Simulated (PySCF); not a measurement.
CH$_{5}$AlBN, FH$_{3}$OSi$_{2}$, BCl$_{2}$H$_{2}$Si, AlFH$_{3}$OSi and others (calculated)

Calculation on a computer-drawn molecule: optimised geometry and harmonic frequencies of an isolated molecule of the commonest isotopes, restricted reference for singlets and unrestricted otherwise, frozen core in MP2. Program: PySCF 2.14.0.

(1) CH$_{5}$AlBN

Start structure:
```xyz
9
CH5AlBN
C     -0.2401    -1.2690     0.7406
B      0.3896    -1.1049    -0.6450
N     -0.3880    -0.8917    -1.8212
Al    -2.1551    -0.8396    -2.1418
H      0.0045    -2.1946     1.1794
H     -1.3592    -1.3080     0.7515
H      0.0493    -0.5072     1.4529
H      1.5884    -1.1398    -0.7134
H      0.1800    -0.8707    -2.6655
```

It was run with charge 0, multiplicity 1, method HF and basis cc-pV(D+d)Z.

It finds rotational constants 13.24, 3.518, 2.827 GHz; total energy -361.9010 hartree; convergence status largest gradient component 9.991e-06 hartree/bohr.

Drawn bonds:
```csv
atom,other atom,order
1,2,1
2,3,1
3,4,1
1,5,1
1,6,1
1,7,1
2,8,1
3,9,1
```

Optimised structure:
```xyz
9
CH5AlBN
C     -0.2927    -1.2847     0.7595
B      0.3825    -1.1061    -0.6692
N     -0.3599    -0.9271    -1.8624
Al    -2.1769    -0.8530    -2.1026
H      0.0242    -2.2354     1.2035
H     -1.3877    -1.2616     0.7745
H      0.0640    -0.5022     1.4389
H      1.5912    -1.1259    -0.7262
H      0.2248    -0.8296    -2.6785
```

Modes:
```csv
frequency (cm⁻¹),reduced mass (dalton)
130.1,1.083
135.7,5.264
188.6,2.422
436,2.726
614.2,1.09
645.4,6.174
832.4,1.859
846.3,1.157
1006,1.555
1050,1.743
1137,1.291
1350,1.453
1379,2.655
1459,1.523
1558,1.05
1569,1.1
2623,1.093
3148,1.039
3213,1.101
3215,1.097
3726,1.073
```

(2) FH$_{3}$OSi$_{2}$

Start structure:
```xyz
7
FH3OSi2
O     -0.0741     1.0032    -3.1022
Si    -0.8987     0.2105    -1.8968
Si    -0.0189     1.0511     0.2090
F     -0.9882     0.1211     1.1494
H     -0.2740     0.8082    -4.0057
H     -0.7077    -1.2606    -2.0097
H     -2.3609     0.4614    -2.0078
```

It was run with charge 0, multiplicity 1, method MP2 and basis cc-pV(D+d)Z.

The calculation gives: rotational constants 11.83, 2.139, 1.85 GHz; total energy -754.5112 hartree; convergence status largest gradient component 9.782e-06 hartree/bohr.

Drawn bonds:
```csv
atom,other atom,order
1,2,1
2,3,1
3,4,1
1,5,1
2,6,1
2,7,1
```

Optimised structure:
```xyz
7
FH3OSi2
O     -0.0461     1.0286    -3.1175
Si    -0.8848     0.2230    -1.8974
Si    -0.0149     1.0555     0.2177
F     -1.0095     0.1010     1.1398
H     -0.3044     0.7812    -4.0154
H     -0.7078    -1.2557    -1.9963
H     -2.3549     0.4613    -1.9947
```

Modes:
```csv
frequency (cm⁻¹),reduced mass (dalton)
54.2,6.031
97.38,6.755
218.4,12.44
243.4,1.097
372.5,1.164
435.1,9.544
746.1,1.137
788.3,1.318
815.7,6.713
824.1,4.126
954.3,1.278
992.3,1.105
2220,1.031
2222,1.05
3879,1.066
```

(3) BCl$_{2}$H$_{2}$Si

Start structure:
```xyz
6
BCl2H2Si
B     -2.6087    -1.5243     1.7636
Si    -1.7559    -1.1971    -0.0094
Cl    -2.9623    -1.4322    -1.6673
Cl    -0.7208     0.5762    -0.2185
H     -3.5087    -2.3068     1.8380
H     -2.1086    -1.0552     2.7423
```

Here we set charge 0, multiplicity 2, method MP2 and basis cc-pV(D+d)Z.

The calculation gives: rotational constants 4.162, 2.603, 1.601 GHz; total energy -1234.2725 hartree; spin squared 0.7621; convergence status largest gradient component 2.238e-05 hartree/bohr.

Drawn bonds:
```csv
atom,other atom,order
1,2,1
2,3,1
2,4,1
1,5,1
1,6,1
```

Optimised structure:
```xyz
6
BCl2H2Si
B     -2.6072    -1.5426     1.7869
Si    -2.0662    -0.9093     0.0727
Cl    -2.8417    -1.5109    -1.7132
Cl    -0.6176     0.4805    -0.2772
H     -3.4807    -2.3684     1.8275
H     -2.0515    -1.0888     2.7521
```

Modes:
```csv
frequency (cm⁻¹),reduced mass (dalton)
163.5,2.876
183.2,11.44
194.5,21.93
350.1,1.019
479,11.41
590.6,2.997
682.9,2.237
753.2,1.247
811,5.201
1138,1.2
2644,1.047
2760,1.133
```

(4) AlFH$_{3}$OSi

Start structure:
```xyz
7
AlFH3OSi
F     -3.9149    -2.9455    -0.3280
Si    -2.3710    -3.0279    -0.1731
O     -1.5344    -1.7507    -0.1283
Al    -0.6646    -0.1645    -0.0853
H     -1.8419    -4.3708    -0.0814
H     -0.2182     0.2716    -1.5055
H     -0.5616     0.3821     1.3629
```

It was run with charge 1, multiplicity 1, method MP2 and basis cc-pV(D+d)Z.

Drawn bonds:
```csv
atom,other atom,order
1,2,1
2,3,1
3,4,1
2,5,1
4,6,1
4,7,1
```

(5) BFH$_{2}$NSi

Start structure:
```xyz
6
BFH2NSi
N     -1.8611     0.9528    -1.5051
B     -1.9109    -0.2926    -1.6092
Si    -1.9798    -2.3313    -2.0044
F     -3.3762    -2.7243    -1.1212
H     -1.8264     1.9236    -1.3651
H     -0.9318    -2.6809    -0.9396
```

Settings of this run: charge -1, multiplicity 1, method MP2 and basis aug-cc-pV(D+d)Z.

Drawn bonds:
```csv
atom,other atom,order
1,2,2
2,3,1
3,4,1
1,5,1
3,6,1
```

(6) C$_{2}$H$_{4}$AlB

Start structure:
```xyz
8
C2H4AlB
B     -1.9907    -0.1161     1.8131
C     -0.9217     0.1401     2.6696
C      0.3187     1.0148     2.7653
Al    -0.7199    -1.0357     4.3041
H     -2.9428    -0.4379     1.3332
H      0.9434     0.9103     1.9086
H      0.8892     0.8405     3.6621
H     -0.0048     2.1294     2.7667
```

Here we set charge 0, multiplicity 1, method HF and basis cc-pV(D+d)Z.

Drawn bonds:
```csv
atom,other atom,order
1,2,2
2,3,1
2,4,1
1,5,1
3,6,1
3,7,1
3,8,1
```

**Q.** Estimate the rotational constants of AlFH$_{3}$OSi (entry 4).
**A.** 19.15, 1.827, 1.716 GHz

**Q.** BFH$_{2}$NSi (entry 5): rotational constants?
**A.** 16.06, 2.859, 2.481 GHz

**Q.** What total energy does the calculation give for BFH$_{2}$NSi (entry 5)?
**A.** -469.3229 hartree

**Q.** Give the table of modes values for BFH$_{2}$NSi (entry 5).
**A.** 
Modes:
```csv
frequency (cm⁻¹),reduced mass (dalton)
131.2,8.358
187.1,1.553
257.9,2.17
347.7,3.311
364.3,1.524
464,8.939
635.9,18.26
700,1.264
783.8,1.1
1745,7.926
1955,1.042
3854,1.096
```

**Q.** C$_{2}$H$_{4}$AlB (entry 6): rotational constants?
**A.** 8.945, 5.482, 3.473 GHz

**Q.** What total energy does the calculation give for C$_{2}$H$_{4}$AlB (entry 6)?
**A.** -344.6004 hartree

**Q.** Give the table of modes values for C$_{2}$H$_{4}$AlB (entry 6).
**A.** 
Modes:
```csv
frequency (cm⁻¹),reduced mass (dalton)
150.3,1.051
179.6,3.229
192.6,4.095
297.1,3.774
516.3,8.143
737.4,1.254
826.6,1.359
915.5,4.656
1094,1.293
1155,1.338
1521,1.18
1578,1.043
1594,1.047
1828,6.302
2922,1.151
3119,1.056
3213,1.078
3257,1.105
```

Further results for AlFH$_{3}$OSi (entry 4):

| Property | Result |
| --- | --- |
| total energy | -707.2926 hartree |
| convergence status largest gradient component | 8.75e-06 hartree/bohr |

Optimised structure:
```xyz
7
AlFH3OSi
F     -3.9496    -2.9689    -0.3440
Si    -2.3819    -3.0383    -0.1736
O     -1.5132    -1.7532    -0.1237
Al    -0.6442    -0.1346    -0.0836
H     -1.8472    -4.3866    -0.0712
H     -0.2222     0.2862    -1.5168
H     -0.5483     0.3897     1.3742
```

Modes:
```csv
frequency (cm⁻¹),reduced mass (dalton)
76.22,8.438
82.42,1.284
121.4,2.681
330.2,13.2
452.7,10.08
540.4,1.207
597.7,1.381
619.3,1.154
752.8,1.064
827.6,1.125
959.2,11.42
1229,16.67
2071,1.016
2114,1.071
2446,1.047
```

Further results for BFH$_{2}$NSi (entry 5):

| Property | Result |
| --- | --- |
| convergence status largest gradient component | 3.465e-05 hartree/bohr |

Optimised structure:
```xyz
6
BFH2NSi
N     -1.8688     0.9696    -1.5520
B     -1.9055    -0.3112    -1.5938
Si    -1.9751    -2.3300    -2.0120
F     -3.4032    -2.7618    -1.1156
H     -1.8068     1.9446    -1.3355
H     -0.9268    -2.6639    -0.9357
```

Further results for C$_{2}$H$_{4}$AlB (entry 6):

| Property | Result |
| --- | --- |
| convergence status largest gradient component | 3.437e-05 hartree/bohr |

Optimised structure:
```xyz
8
C2H4AlB
B     -1.9855    -0.1548     1.9160
C     -0.8741     0.2632     2.5354
C      0.3585     1.0936     2.7474
Al    -1.0169    -1.0578     4.0939
H     -2.9781    -0.6557     1.5272
H      1.0523     0.9750     1.9136
H      0.9126     0.8306     3.6590
H      0.1025     2.1512     2.8301
```
